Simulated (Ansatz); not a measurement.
Relaxed structures of SiH3Te (charge -1), closed shell (PBE0-D4/def2-TZVPD; forces vanish, vibrations not checked; lower isomers may exist, and structures with a doubtful reference or unclear bonds are left out; Å). Program: Ansatz 0.2.0. Basis: def2-TZVPPD. Cores are frozen in the correlated methods. Filled d shells of the heavier atoms are correlated. Core potentials replace the inner electrons of the atoms past krypton. The def2 sets are not built for correlating such inner shells, so the correlated values are less sure here.

**Question.** Rank them by CCSD(T) energy, lowest first, and give each one's height above the lowest. Links in brackets join atoms within 1.22 times the sum of their covalent radii (1.1 for two metals). (To be estimated.)
A.
SiH₃Te ([SiH3][Te]), total charge -1
```
5
angstrom
Si -0.3906 -0.5947 -0.1630
Te 0.8638 1.4022 0.3970
H -1.3615 -1.0624 0.8891
H 0.4385 -1.8235 -0.4294
H -1.2500 -0.4919 -1.3955
```
B.
SiH₃Te ([SiH][TeH2]), total charge -1
```
5
angstrom
Si 0.9561 1.4653 0.4925
Te -0.3780 -0.4920 -0.2476
H -1.2531 -1.2804 1.0454
H 0.4872 -2.0095 -0.1619
H 0.3103 2.0412 -0.7853
```
C.
SiH₃Te ([SiH2][TeH]), total charge -1
```
5
angstrom
Si -0.6035 -0.7779 -0.3989
Te 0.8259 1.2760 0.4168
H -1.1752 -1.0356 1.0030
H 0.5573 -1.7632 -0.1983
H 0.3954 2.3008 -0.8226
```

**Answer.** By the calculation: A (0.0 kJ/mol), C (134.0 kJ/mol), B (384.6 kJ/mol). Heights count from the lowest.

No T1 diagnostic of these runs exceeds 0.018. The restricted Hartree–Fock reference is unstable towards an unrestricted one at one or more of these structures.

For scale, one of the runs: CCSD(T)/def2-TZVPPD, 158 basis functions, launched by `ansatz run in.yaml --threads 2 --pin off --events-out ev --progress --plain --max-ram 4352MiB`. Time: 26 s of wall clock on 2 CPU threads of an Arm Neoverse V2; the host was shared. Peak host memory: 1.2 GiB.
